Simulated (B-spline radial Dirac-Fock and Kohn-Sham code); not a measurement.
Dipole and non-dipole photoemission parameters of Zr⁺ 4p3/2

System: zirconium as Zr⁺, configuration 1s2 2s2 2p6 3s2 3p6 3d10 4s2 4p6 4d2 5s1; threshold 43.39 eV (orbital energy of the model). Method: Dirac-Hartree-Slater photoionisation with a Latter tail; cross sections with all multipoles, angular parameters from the dipole term and its interference with E2. Computed with a B-spline atomic structure program.

The run's input, task.json:

```json
{"items": [{
  "Z": 40,
  "q": 1,
  "cfg": [[1, 0, 2], [2, 0, 2], [2, 1, 6], [3, 0, 2], [3, 1, 6], [3, 2, 10], [4, 0, 2], [4, 1, 6], [4, 2, 2], [5, 0, 1]],
  "A": 90,
  "rrms": 4.2694,
  "do": "xps",
  "hv": [57.9, 66.0, 123.0, 127.0, 156.0, 162.0, 200, 300, 388.0, 450.0, 462.0, 800, 925.0, 1253.6, 1300.0, 1350.0, 1750.0, 2000, 2120.0, 2840.0, 2984.4, 3270.0, 4090.0, 4350.0, 5020.0, 5290.0, 6000, 9760.0, 12000, 14100.0]
}]}
```

Launch: `python xray2_run.py task.json out`

For linearly polarised light dσ/dΩ = σ/(4π) [1 + β P₂(cos θ) + (δ + γ cos²θ) sin θ cos φ], with θ from the polarisation vector and φ the angle between the beam and the projection of the electron momentum on the plane normal to the polarisation.

```
hν (eV)  σ (kb)      β       γ       δ
   57.9     907  1.316   0.197  -0.025
     66     564  0.675   0.377  -0.047
    123     255  0.233  -0.043   0.028
    127     252  0.297  -0.031   0.029
    156     227  0.683   0.064   0.027
    162     222  0.745   0.081   0.026
    200     192  1.039   0.155   0.018
    300     129  1.392   0.162   0.005
    388    93.1  1.524   0.106   0.001
    450    75.9  1.578   0.067   0.000
    462    73.1  1.587   0.060   0.000
    800    30.5  1.682  -0.025   0.001
    925    23.6  1.688  -0.020   0.001
 1253.6    13.3  1.680   0.035   0.003
   1300    12.3  1.678   0.046   0.003
   1350    11.4  1.675   0.058   0.004
   1750    6.65  1.646   0.167   0.006
   2000    4.96  1.626   0.238   0.008
   2120    4.35  1.616   0.273   0.009
   2840    2.19  1.554   0.470   0.016
 2984.4    1.94  1.542   0.507   0.018
   3270    1.54  1.518   0.577   0.021
   4090   0.871  1.454   0.760   0.031
   4350   0.740  1.435   0.812   0.035
   5020   0.504  1.387   0.935   0.044
   5290   0.437  1.369   0.981   0.048
   6000       ?      ?       ?       ?
   9760  0.0748  1.124   1.511   0.115
  12000  0.0397  1.029   1.676   0.149
  14100  0.0240  0.953   1.796   0.181
```

Q: Give the values at 6000 eV.

A: σ = 0.308 kb, β = 1.323, γ = 1.090, δ = 0.058.
